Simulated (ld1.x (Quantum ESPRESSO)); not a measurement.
Before and after: ultrasoft potential for C (Z = 6)

* Element: carbon
* Generator: ld1.x (Quantum ESPRESSO) 7.5
* Type: ultrasoft
* Functional: PBE
* Relativity: non-relativistic
* Frozen core: [He]
* Valence charge: 4
* Reference configuration: 2s2 2p1 (charge +1)
* Partial waves: 2s (bound): rcut 1.00, rcutus 1.25 bohr; 2s channel at -0.5 Ry: rcut 1.00, rcutus 1.25 bohr; 2p (bound): rcut 1.75, rcutus 2.00 bohr; 2p channel at -0.3 Ry: rcut 1.75, rcutus 2.00 bohr; 3d channel at -0.2 Ry: rcut 2.05, rcutus 2.30 bohr; 3d channel at 2.15 Ry: rcut 2.05, rcutus 2.30 bohr
* Local potential: all-electron potential smoothed inside 1.80 bohr (lloc = -2)
* Core correction: none
* Augmentation charge: built from norm-conserving waves at rcut, not smoothed further

Change: waves 2p (bound): rcut 1.48, rcutus 1.56 bohr; 2p channel at -0.3 Ry: rcut 1.48, rcutus 1.56 bohr.

Cutoffs: the cutoffs (Ry, on a coarse ladder) from which the occupation-weighted sum of valence levels, in a spherical-Bessel basis at the reference potential, stays within 10 and 1 mRy of its value at 400 Ry; they do not see the model core or the augmentation charge, which bear on the density cutoff. Errors are all-electron minus pseudo energies relative to the spin-unpolarised reference configuration.

Problem. Predict the effect on cutoff, ghosts and configuration errors.

Solution. The potential gets harder (15 Ry and 21 Ry → 25 Ry and 35 Ry); of the 7 tests that both files solve, the error grows in 2 and shrinks in 4 by more than 15 % and 0.3 meV (median size 49.5 → 41.2 meV); the range in which the p phases agree widens (upper end -0.0 → at the end of the scan); neither file shows a bound ghost. A smaller radius makes the pseudo-wave follow the all-electron one further in, where it bends more sharply, so more plane waves are needed.

```csv
quantity,base,changed
"cutoff, loose",15 Ry,25 Ry
"cutoff, tight",21 Ry,35 Ry
loose cutoff by channel (10 mRy a level),"s 8 Ry, p 15 Ry","s 8 Ry, p 25 Ry"
bound ghosts,none,none
"error for 2s2 2p2, meV [ΔE -10.87 eV]",+11,+13
"error for 2s2 2p0, meV [ΔE 24.16 eV]",+102,+80
"error for 2s1 2p0, meV [ΔE 72.33 eV]",+298,+240
"error for 2s0 2p4, meV [ΔE 6.08 eV]",+91,+81
"error for 2s2 2p1.5, meV [ΔE -6.90 eV]",+7.5,+5.2
"error for 2s1 2p3, meV [ΔE -2.40 eV]",+49,+41
"error for 2s1 2p2, meV [ΔE 8.74 eV]",+12,+14
s: phases at 2.50 bohr within 0.05 rad from the reference energy up to (Ry; the scan ends near 5),to the end of the scan,to the end of the scan
p: phases at 2.50 bohr within 0.05 rad from the reference energy up to (Ry; the scan ends near 5),-0.0,to the end of the scan
d: phases at 2.50 bohr within 0.05 rad from the reference energy up to (Ry; the scan ends near 5),to the end of the scan,to the end of the scan
lowest overlap eigenvalue by channel,"s 0.61, p 1.00, d 0.97","s 0.61, p 0.88, d 0.97"
```
